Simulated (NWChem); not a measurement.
FGa

```xyz
2

Ga     0.0000     0.0000    -0.4046
F      0.0000     0.0000     1.3936
```
Charge 0, spin multiplicity 1.

The numbers come from NWChem runs, not from measurements. All single points use one geometry, from PBE/def2-SVP, a minimum by its harmonic frequencies.

Symmetry labels belong to the abelian group C2v used in the runs, with the axes of the coordinates shown; states degenerate in a higher group split over its labels.

The Hamiltonian is non-relativistic. The structure started from a generated list of species.

Task: List the lowest 4 singlet excitations that CIS/def2-SVPD gives, with oscillator strengths.

Result: 
```
state  symmetry  energy (eV)  wavelength (nm)      f
-----  --------  -----------  ---------------  -----
1            b2         6.06              205  0.540
2            b1         6.06              205  0.540
3            a1         7.75              160  0.556
4            a1         7.93              156  0.116
```
